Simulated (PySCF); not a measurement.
This PySCF input asks for the NMR shieldings of `InChI=1S/C7H15PSi/c1-2-6-7(9)8(6)5-3-4-5/h5-7H,2-4H2,1,9H3/t6-,7+,8?/m1/s1`; the geometry comes from GFN2-xTB.

```python
import basis_set_exchange as bse
import numpy as np
from pyscf import gto, dft
from pyscf.prop import nmr

atoms = """
C    -2.714880   -1.018573    0.463380
C    -2.104846    0.376615    0.540438
C    -0.601726    0.306015    0.660941
C     0.274259    1.451818    0.224117
Si   -0.433721    3.027428   -0.535064
P     0.406701   -0.067145   -0.842008
C     1.836434   -0.905276   -0.023722
C     2.042499   -2.369227   -0.297657
C     2.976181   -1.365698   -0.887776
H    -2.323272   -1.543163   -0.406511
H    -2.464835   -1.595951    1.351294
H    -3.797686   -0.964161    0.379402
H    -2.374437    0.939946   -0.354881
H    -2.510324    0.910191    1.406048
H    -0.279211   -0.215279    1.561242
H     1.146696    1.618188    0.851732
H    -1.321682    3.667994    0.440820
H    -1.175917    2.736073   -1.761936
H     0.693484    3.910241   -0.838963
H     2.081776   -0.546180    0.971891
H     2.395349   -2.996371    0.507905
H     1.345480   -2.863769   -0.959357
H     2.912395   -1.178657   -1.950193
H     3.979550   -1.295296   -0.493585
"""
names = dict.fromkeys(["C", "Si", "P", "H"], "pcSseg-1")
basis = {el: gto.basis.parse(bse.get_basis(n, elements=[el], fmt="nwchem")) for el, n in names.items()}
mol = gto.M(atom=atoms, basis=basis, charge=0, verbose=0)
mf = dft.RKS(mol, xc="PBE0")
mf.grids.level = 2
mf.grids.alignment = dft.numint.BLKSIZE   # the property module wants whole blocks of grid points
mf.conv_tol = 1e-9
mf.kernel()

calc = nmr.RKS(mf)   # GIAO
C = mf.mo_coeff
Co = C[:, mf.mo_occ > 0]
resp = mf.gen_response(singlet=True, hermi=2)
def vind(x):   # induced exchange potential for any number of trial vectors
    d = np.einsum("pi,xij,qj->xpq", C, 2 * x.reshape(-1, C.shape[1], Co.shape[1]), Co, optimize=True)
    return np.einsum("xpq,pi,qj->xij", resp(d - d.transpose(0, 2, 1)), C, Co, optimize=True).ravel()
mo1, _ = nmr.rhf.solve_mo1(calc, with_cphf=vind)
sigma = calc.kernel(mo1)
for i, s in enumerate(sigma):   # ppm
    w = np.linalg.eigvalsh((s + s.T) / 2)
    print("%2d %-2s iso %8.1f  s11 %8.1f  s22 %8.1f  s33 %8.1f" % (i, mol.atom_pure_symbol(i), w.mean(), *w))
```

Q: What does it print?

A: 
```
 0 C  iso    168.8  s11    155.3  s22    163.5  s33    187.8
 1 C  iso    158.5  s11    147.7  s22    155.9  s33    171.9
 2 C  iso    151.7  s11    117.2  s22    146.1  s33    191.7
 3 C  iso    175.0  s11    146.7  s22    171.3  s33    207.0
 4 Si iso    421.7  s11    388.1  s22    412.0  s33    464.9
 5 P  iso    532.8  s11    298.3  s22    365.3  s33    934.9
 6 C  iso    168.5  s11    136.8  s22    141.6  s33    227.1
 7 C  iso    181.7  s11    150.6  s22    179.4  s33    215.2
 8 C  iso    180.7  s11    150.7  s22    177.6  s33    213.9
 9 H  iso     30.3  s11     25.1  s22     31.1  s33     34.8
10 H  iso     30.5  s11     26.5  s22     28.4  s33     36.5
11 H  iso     30.5  s11     25.4  s22     27.2  s33     38.8
12 H  iso     31.1  s11     24.6  s22     32.4  s33     36.4
13 H  iso     29.5  s11     23.5  s22     28.7  s33     36.2
14 H  iso     30.1  s11     24.2  s22     29.6  s33     36.6
15 H  iso     31.1  s11     24.1  s22     29.0  s33     40.3
16 H  iso     27.5  s11     23.1  s22     25.7  s33     33.8
17 H  iso     28.1  s11     24.1  s22     26.8  s33     33.5
18 H  iso     27.5  s11     23.8  s22     25.1  s33     33.5
19 H  iso     32.3  s11     24.3  s22     31.8  s33     40.8
20 H  iso     31.2  s11     25.5  s22     26.0  s33     42.0
21 H  iso     31.5  s11     25.7  s22     29.4  s33     39.3
22 H  iso     31.4  s11     25.4  s22     29.2  s33     39.6
23 H  iso     31.1  s11     25.1  s22     26.1  s33     42.1
```

These numbers come from an equivalent density-fitted implementation of the same equations, which agrees with the script to about 0.01 ppm for H and up to a few tenths of a ppm for heavy atoms, so last digits may differ.

Size and cost of the density-fitted run: 242 basis functions, 46 s wall time on 1 thread of an Arm Neoverse V2, shared host; peak memory 1.1 GiB.
